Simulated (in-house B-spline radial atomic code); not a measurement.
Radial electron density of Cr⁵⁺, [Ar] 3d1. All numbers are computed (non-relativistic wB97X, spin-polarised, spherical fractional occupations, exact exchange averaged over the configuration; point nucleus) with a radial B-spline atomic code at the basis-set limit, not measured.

Columns: r (bohr), 4πr²n(r) (electrons per bohr), bar.

```
 0.00286   0.8362 #
 0.00341    1.158 ##
 0.00407    1.598 ##
 0.00486    2.194 ###
 0.00579    2.978 ####
 0.00691    4.019 ######
 0.00824    5.362 ########
 0.00983    7.071 ##########
  0.0117     9.16 #############
   0.014    11.75 ################
  0.0167     14.7 #####################
  0.0199    17.92 #########################
  0.0237    21.23 ##############################
  0.0283    24.37 ##################################
  0.0337    26.86 ######################################
  0.0402    28.36 ########################################
   0.048    28.51 ########################################
  0.0572    27.33 ######################################
  0.0683    25.22 ###################################
  0.0814    23.09 ################################
  0.0971    22.03 ###############################
   0.116    22.92 ################################
   0.138    25.68 ####################################
   0.165    29.25 #########################################
   0.197    31.42 ############################################
   0.234    30.36 ###########################################
    0.28    25.47 ####################################
   0.334    18.54 ##########################
   0.398    12.51 ##################
   0.474    9.665 ##############
   0.566    10.13 ##############
   0.675    11.76 ################
   0.805    12.02 #################
    0.96    9.919 ##############
    1.15    6.371 #########
    1.37    3.233 #####
    1.63    1.237 ##
    1.94   0.3496 
    2.32   0.0715 
    2.76  0.01112 
     3.3 0.001155
```

On this grid the curve has 3 maxima, near 0.048, 0.197, 0.805 bohr.

The 3p down radial function P(r) = rR(r), positive near the nucleus:

```json
{"r (bohr)": "0.00286", "P": "0.001285"}
{"r (bohr)": "0.00407", "P": "0.002564"}
{"r (bohr)": "0.00579", "P": "0.005083"}
{"r (bohr)": "0.00824", "P": "0.009997"}
{"r (bohr)": "0.0117", "P": "0.01934"}
{"r (bohr)": "0.0167", "P": "0.03712"}
{"r (bohr)": "0.0237", "P": "0.06878"}
{"r (bohr)": "0.0337", "P": "0.1235"}
{"r (bohr)": "0.048", "P": "0.2116"}
{"r (bohr)": "0.0683", "P": "0.3371"}
{"r (bohr)": "0.0971", "P": "0.4839"}
{"r (bohr)": "0.138", "P": "0.5941"}
{"r (bohr)": "0.197", "P": "0.5538"}
{"r (bohr)": "0.28", "P": "0.2424"}
{"r (bohr)": "0.398", "P": "-0.3351"}
{"r (bohr)": "0.566", "P": "-0.9289"}
{"r (bohr)": "0.805", "P": "-1.149"}
{"r (bohr)": "1.15", "P": "-0.8499"}
{"r (bohr)": "1.63", "P": "-0.3731"}
{"r (bohr)": "2.32", "P": "-0.08369"}
{"r (bohr)": "3.3", "P": "-0.007725"}
```
